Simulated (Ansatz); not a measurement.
Input file for C4H6Ge (`C1=[CH][GeH2][CH]=C1`):

```yaml
crystal:
  periodic: [false, false, false]
  atoms:
    - {symbol: C, position_ang: [-1.236018, 0.071639, -0.529449]}
    - {symbol: C, position_ang: [-1.063635, -0.599050, 0.616346]}
    - {symbol: Ge, position_ang: [0.824220, -0.493648, 1.062987]}
    - {symbol: C, position_ang: [1.129413, 0.556334, -0.542935]}
    - {symbol: C, position_ang: [-0.053442, 0.694681, -1.154571]}
    - {symbol: H, position_ang: [-2.204569, 0.174249, -1.012543]}
    - {symbol: H, position_ang: [-1.874354, -1.085606, 1.142018]}
    - {symbol: H, position_ang: [1.548283, -1.850344, 1.080392]}
    - {symbol: H, position_ang: [1.124696, 0.251576, 2.374320]}
    - {symbol: H, position_ang: [2.046355, 0.979661, -0.930680]}
    - {symbol: H, position_ang: [-0.175347, 1.243408, -2.085183]}
basis:
  gaussian: {orbitals: def2-SVP}
correlation: {method: ccsd_t}
```

```sh
$ ansatz run in.yaml --threads 4 --pin off --events-out ev --progress --plain
```

Output of Ansatz, abridged:

```
Functional definition: HF
1208 factors; integrals over basis functions are off by at most 1.5e-3 eV
mean field evaluation 1: about -60675.7899 eV, gradient 2.9e1 eV
mean field evaluation 2: about -60675.8699 eV, gradient 2.9e1 eV
mean field evaluation 4: about -60678.7139 eV, gradient 3.6e0 eV
mean field evaluation 8: about -60678.7571 eV, gradient 1.8e-4 eV
mean field -60678.75711690 eV, -2229.9031945074 hartree, gradient 2.6e-6 eV, S^2 0.000000; 0 other end points of the search recorded, 0 dependent functions left out; unrestricted orbitals would lower it
13 core orbitals not correlated: weight in the atoms' cores, before any rotation towards them, 1.000 or more for the frozen orbitals, at most 0.000 for the correlated occupied ones
reference -60678.75711690 eV, -2229.9031945074 hartree; 18, 18 occupied and 87, 87 virtual orbitals, 1208 factors
second order -20.42856607 eV of doubles, -0.00000000 eV of singles
cycle   1  -20.65630494 eV  change   -2.3e-1 eV  update   1.1e-1
cycle   2  -21.32348966 eV  change   -6.7e-1 eV  update   3.6e-2
cycle   3  -21.44344948 eV  change   -1.2e-1 eV  update   1.7e-2
cycle   4  -21.44253986 eV  change    9.1e-4 eV  update   4.9e-3
cycle   5  -21.44504114 eV  change   -2.5e-3 eV  update   1.9e-3
cycle   6  -21.44495274 eV  change    8.8e-5 eV  update   5.3e-4
cycle   7  -21.44494714 eV  change    5.6e-6 eV  update   2.3e-4
cycle   8  -21.44496368 eV  change   -1.7e-5 eV  update   9.3e-5
cycle   9  -21.44494525 eV  change    1.8e-5 eV  update   3.4e-5
perturbative correction -0.85041181 eV, -0.0312520575 hartree
Total energy: -60701.05247397 eV, -2230.7225337671 hartree
```

It took 12 s on 4 threads of a server CPU on a shared host, with 0.66 GiB of host memory at the peak.

Correlation energy per correlated electron: -0.619 eV. T1 diagnostic: 0.0116.
